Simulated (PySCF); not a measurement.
SMILES C#C/C=C\O[SiH3] (C₄H₆OSi), GFN2-xTB optimised geometry.

```
12

C      1.71    -1.84     0.00
C      0.51    -1.79     0.00
C     -0.90    -1.79     0.00
C     -1.68    -0.70     0.00
O     -1.30     0.58     0.00
Si     0.10     1.42     0.00
H      2.76    -1.88     0.00
H     -1.37    -2.76     0.00
H     -2.76    -0.80     0.00
H      0.88     1.13     1.20
H     -0.47     2.76     0.01
H      0.88     1.14    -1.20
```

Density from CAM-B3LYP/def2-TZVP (PySCF 2.14.0) at that geometry.

Minimum of the electron density along straight lines between bonded atoms, close to the bond critical point (lines longer than 1.1 times the sum of covalent radii, or with two minima, are not listed):

```tsv
bond	length / Å	ρ at the minimum / e bohr⁻³	∇²ρ there / e bohr⁻⁵	position (fraction from the first atom)
C1–C2	1.202	0.420	-1.21	0.48
C2–C3	1.407	0.300	-0.90	0.53
C3–C4	1.336	0.353	-1.09	0.48
C4–O5	1.334	0.302	-0.44	0.34
O5–Si6	1.630	0.137	0.88	0.59
C1–H7	1.049	0.300	-1.16	0.66
C3–H8	1.081	0.285	-1.01	0.65
C4–H9	1.086	0.293	-1.09	0.66
Si6–H10	1.461	0.129	0.16	0.49
Si6–H11	1.457	0.130	0.17	0.49
Si6–H12	1.461	0.129	0.16	0.49
```
